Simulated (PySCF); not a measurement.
Species: [Au(OH)4]- (charge -1 and singlet state).
Structure used (PBE0-D3(BJ)/def2-SVP), in Å, numbered top down from 1:
```
atom  x, y, z in Å
Au1   -0.0003   -0.0004    0.0023
O2     1.9425    0.3972   -0.0411
H3     2.3254   -0.4886   -0.0525
O4    -0.3929    1.9441    0.0172
H5     0.4934    2.3254   -0.0040
O6    -1.9434   -0.3966    0.0448
H7    -2.3259    0.4895    0.0505
O8     0.3938   -1.9445   -0.0127
H9    -0.4926   -2.3262   -0.0045
```

The calculation used PySCF 2.14.0, density-fitted response routines, TDDFT wB97X-D/def2-SVPD, vertical, gas phase, core orbitals frozen in the response, def2 core potentials past Kr. Spin–orbit coupling is left out. The geometry's basis has no diffuse functions, a weakness for an anion.

Kohn–Sham orbitals with the atoms that hold most of them (Löwdin shares over 4%, at most four atoms; ? is withheld):

```tsv
orbital	ε (eV)	atoms
LUMO+2	6.34	Au1 28%, O2 22%, O6 22%, O8 8%
LUMO+1	5.52	Au1 51%, O2 10%, O8 10%, O6 10%
LUMO	4.67	?
HOMO	-4.45	O4 33%, O8 33%, Au1 27%
HOMO-1	-4.46	O6 33%, O2 33%, Au1 27%
HOMO-2	-5.52	O8 24%, O4 24%, O2 23%, O6 23%
HOMO-3	-6.00	O4 40%, O8 40%, Au1 6%
```

**Question.** Give the leading atoms of the LUMO.

**Answer.** Au1 (bonded to 4 O) 45%; O2 (bonded to Au and H) 12%; O4 (bonded to Au and H) 12%; O6 (bonded to Au and H) 12%. By element: gold 45%, oxygen 37% or more.

Within 0.005 eV of a neighbour in this list lie HOMO-1/HOMO (point group found: C4h); within a degenerate set the shares of single atoms can hang on how the components are chosen.

**Question.** The HOMO–LUMO gap is 9.13 eV. Where does the response calculation put the lowest singlet, and from which orbitals?

**Answer.** S1 is at 3.71 eV (f = 0.0000), 5.42 eV below the gap, made of HOMO-1/HOMO→LUMO (≥94%). S1/S2 lie within about 0.01 eV of each other. Without the coupling terms of the response equations the lowest excitation would equal the gap.

For S1 the Löwdin share of gold is 27% in HOMO and 45% in LUMO.

Next come S2 at 3.71 eV (f 0.0000), HOMO-1/HOMO→LUMO (≥94%); S3 at 5.08 eV (f 0.0023), HOMO-2→LUMO (72%), HOMO-7→LUMO (25%); S4 at 5.09 eV (f 0.0009), HOMO-7→LUMO (69%), HOMO-2→LUMO (26%); S5 at 5.20 eV (f 0.0000), HOMO-5→LUMO (91%).

Orbitals of the list HOMO-3 to LUMO+2 that lie within 0.01 eV of each other are written together with a slash and their weights summed (≥ marks a lower bound); for degenerate orbitals outside that list single weights are arbitrary.
